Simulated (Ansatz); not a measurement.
Nudged elastic band run: C2H5NSi

Input:

```yaml
crystal:
  periodic: [false, false, false]
  atoms:
    - { symbol: C, position_ang: [-1.264846, 0.728613, -0.555553] }
    - { symbol: Si, position_ang: [0.013638, -0.691141, -0.787781] }
    - { symbol: C, position_ang: [1.043625, -0.774449, 0.711308] }
    - { symbol: "N", position_ang: [1.565872, -1.260637, 1.708876] }
    - { symbol: H, position_ang: [-1.829978, 0.589546, 0.388147] }
    - { symbol: H, position_ang: [-1.994857, 0.687806, -1.390084] }
    - { symbol: H, position_ang: [-0.797454, 1.733519, -0.550775] }
    - { symbol: H, position_ang: [1.045447, -0.292512, -1.824392] }
    - { symbol: H, position_ang: [2.218543, -0.720745, 2.300255] }
basis:
  gaussian: { orbitals: def2-SVP }
hamiltonian:
  xc: revpbe
neb:
  order_check: false
  images: 4
  f_tol: 0.05
  max_iterations: 60
  climbing: false
  final_atoms:
    - { symbol: C, position_ang: [-1.11145626, 0.66784617, -0.40651687] }
    - { symbol: Si, position_ang: [0.08664955, -0.82063278, -0.64188396] }
    - { symbol: C, position_ang: [1.08570905, -0.99431961, 1.05552657] }
    - { symbol: "N", position_ang: [1.37282507, -1.44314495, 2.13331608] }
    - { symbol: H, position_ang: [-1.87273903, 0.44335144, 0.36746895] }
    - { symbol: H, position_ang: [-1.64617793, 0.79789439, -1.37299311] }
    - { symbol: H, position_ang: [-0.62365897, 1.6337658, -0.16757995] }
    - { symbol: H, position_ang: [1.22345575, -0.2590907, -1.49652537] }
    - { symbol: H, position_ang: [1.48538278, -0.02566976, 0.52918864] }
  initial_path:
    images:
      - { positions_ang: [[-1.264846, 0.728613, -0.555553], [0.013638, -0.691141, -0.787781], [1.043625, -0.774449, 0.711308], [1.565872, -1.260637, 1.708876], [-1.829978, 0.589546, 0.388147], [-1.994857, 0.687806, -1.390084], [-0.797454, 1.733519, -0.550775], [1.045447, -0.292512, -1.824392], [2.218543, -0.720745, 2.300255]] }
      - { positions_ang: [[-1.24741696, 0.72804355, -0.54300242], [0.09561315, -0.61378101, -0.71920663], [1.0816373, -0.7862269, 0.77550186], [1.4954797, -1.41865493, 1.71744477], [-1.7971562, 0.61316449, 0.40155098], [-1.97183999, 0.63043526, -1.36237574], [-0.82610814, 1.74057885, -0.58137424], [1.03926916, -0.28646772, -1.81795375], [2.13051198, -0.60709159, 2.12941617]] }
      - { positions_ang: [[-1.22998792, 0.7274741, -0.53045183], [0.17758829, -0.53642101, -0.65063227], [1.1196496, -0.79800481, 0.83969573], [1.4250874, -1.57667286, 1.72601354], [-1.7643344, 0.63678298, 0.41495496], [-1.94882297, 0.57306451, -1.33466748], [-0.85476227, 1.7476387, -0.61197347], [1.03309133, -0.28042343, -1.8115155], [2.04248096, -0.49343817, 1.95857733]] }
      - { positions_ang: [[-1.19930998, 0.71532073, -0.50064461], [0.1921906, -0.56231937, -0.62145286], [1.1280664, -0.84197893, 0.90853944], [1.38647802, -1.61317445, 1.81090155], [-1.77288661, 0.60754407, 0.41081935], [-1.87908716, 0.59508219, -1.3312493], [-0.82000327, 1.72768806, -0.53533446], [1.06869308, -0.27373917, -1.74594217], [1.89584892, -0.35442313, 1.60436406]] }
      - { positions_ang: [[-1.15538312, 0.69158345, -0.45358074], [0.13942007, -0.69147608, -0.63166841], [1.10688773, -0.91814927, 0.98203301], [1.37965154, -1.5281597, 1.97210882], [-1.82281282, 0.52544775, 0.38914415], [-1.76263254, 0.69648829, -1.3521212], [-0.72183112, 1.68072693, -0.3514572], [1.14607441, -0.26641494, -1.62123377], [1.69061585, -0.19004644, 1.06677635]] }
      - { positions_ang: [[-1.11145626, 0.66784617, -0.40651687], [0.08664955, -0.82063278, -0.64188396], [1.08570905, -0.99431961, 1.05552657], [1.37282507, -1.44314495, 2.13331608], [-1.87273903, 0.44335144, 0.36746895], [-1.64617793, 0.79789439, -1.37299311], [-0.62365897, 1.6337658, -0.16757995], [1.22345575, -0.2590907, -1.49652537], [1.48538278, -0.02566976, 0.52918864]] }
```

Launched with:

```bash
$ ansatz run input.yaml --threads 2 --pin off --max-ram 3072MiB --backend cpu --events-out ev --progress --plain --runs-dir out
```

Output, in part (warnings, iteration lines, the closing report on the highest movable image, with atoms numbered from 0):

```
NEB end point (image 0): max|allowed force component| = 1.740e-2 eV/Å (the criterion of neb.relax_end_points is 1.000e-2)
NEB end point (image 5): max|allowed force component| = 3.211e-3 eV/Å (the criterion of neb.relax_end_points is 1.000e-2)
NEB iter   1: max|band force component| = 8.161e0 eV/Å  barrier→ = 2.3287 eV  barrier← = 1.4164 eV  Δτ_max = 0.2000 Å  (197 SCF iters)
NEB iter   2: max|band force component| = 2.338e0 eV/Å  barrier→ = 1.8809 eV  barrier← = 0.9685 eV  Δτ_max = 0.1976 Å  (135 SCF iters)
NEB iter   3: max|band force component| = 2.116e0 eV/Å  barrier→ = 1.7391 eV  barrier← = 0.8268 eV  Δτ_max = 0.2000 Å  (142 SCF iters)
NEB iter   4: max|band force component| = 2.368e0 eV/Å  barrier→ = 1.7119 eV  barrier← = 0.7995 eV  Δτ_max = 0.1018 Å  (126 SCF iters)
NEB iter   5: max|band force component| = 9.972e-1 eV/Å  barrier→ = 1.6807 eV  barrier← = 0.7684 eV  Δτ_max = 0.0955 Å  (122 SCF iters)
NEB iter   6: max|band force component| = 1.404e0 eV/Å  barrier→ = 1.5791 eV  barrier← = 0.6668 eV  Δτ_max = 0.0478 Å  (128 SCF iters)
NEB iter   7: max|band force component| = 1.172e0 eV/Å  barrier→ = 1.4692 eV  barrier← = 0.5569 eV  Δτ_max = 0.0475 Å  (123 SCF iters)
NEB iter   8: max|band force component| = 3.172e-1 eV/Å  barrier→ = 1.3331 eV  barrier← = 0.4208 eV  Δτ_max = 0.0510 Å  (123 SCF iters)
NEB iter   9: max|band force component| = 1.755e-1 eV/Å  barrier→ = 1.3362 eV  barrier← = 0.4239 eV  Δτ_max = 0.0415 Å  (123 SCF iters)
NEB iter  10: max|band force component| = 8.960e-2 eV/Å  barrier→ = 1.3864 eV  barrier← = 0.4740 eV  Δτ_max = 0.0061 Å  (126 SCF iters)
NEB iter  11: max|band force component| = 2.286e-2 eV/Å  barrier→ = 1.3880 eV  barrier← = 0.4756 eV  Δτ_max = 0.0000 Å  (287 SCF iters)
Total energy: -11512.03221609 eV, -423.0593808056 hartree
Atom 0 at    -1.148425     0.676972    -0.438648 Å, force    -0.029648    -0.003324    -0.013773 eV/Å
Atom 1 at    -0.013322    -0.856056    -0.782610 Å, force    -0.243631    -0.186959    -0.308105 eV/Å
Atom 2 at     0.917957    -1.054274     0.791717 Å, force    -0.609927    -0.183917    -0.756774 eV/Å
Atom 3 at     1.543538    -1.220425     1.847086 Å, force     0.271874     1.244612    -0.600758 eV/Å
Atom 4 at    -1.883890     0.462558     0.362257 Å, force    -0.015994    -0.008280     0.005182 eV/Å
Atom 5 at    -1.719483     0.846686    -1.375247 Å, force    -0.047463     0.023320     0.017989 eV/Å
Atom 6 at    -0.609859     1.615883    -0.196271 Å, force     0.024725    -0.048860     0.012310 eV/Å
Atom 7 at     1.171070    -0.308666    -1.577120 Å, force    -0.003685    -0.141195     0.062756 eV/Å
Atom 8 at     1.742404    -0.162679     1.368837 Å, force     0.653749    -0.695397     1.581172 eV/Å
Dipole moment:     0.062254     0.392569     0.097072 e Å
```

The forces met the threshold. No image climbed, so the highest image needn't sit at the top of the path. The orbitals stay closed-shell, which can raise the energy where a bond breaks towards radicals; this wasn't checked here.

Final band (atoms are numbered from 1 in the order of the input):

| image | path coordinate (Å) | energy (eV) | N4–H9 (Å) | C3–H9 (Å) |
| --- | --- | --- | --- | --- |
| 0 | 0.00 | 0.00 | 1.03 | 1.98 |
| 1 | 0.57 | 0.04 | 1.03 | 1.95 |
| 2 | 1.15 | 0.33 | 1.04 | 1.77 |
| 3 | 1.72 | 1.39 | 1.18 | 1.34 |
| 4 | 2.30 | 1.29 | 1.79 | 1.14 |
| 5 | 2.87 | 0.91 | 2.14 | 1.17 |

Run time: 40 s on 2 threads of AMD EPYC 7R43 64-Core Processor (Zen 3), with other jobs on the host, peak memory 0.16 GiB.
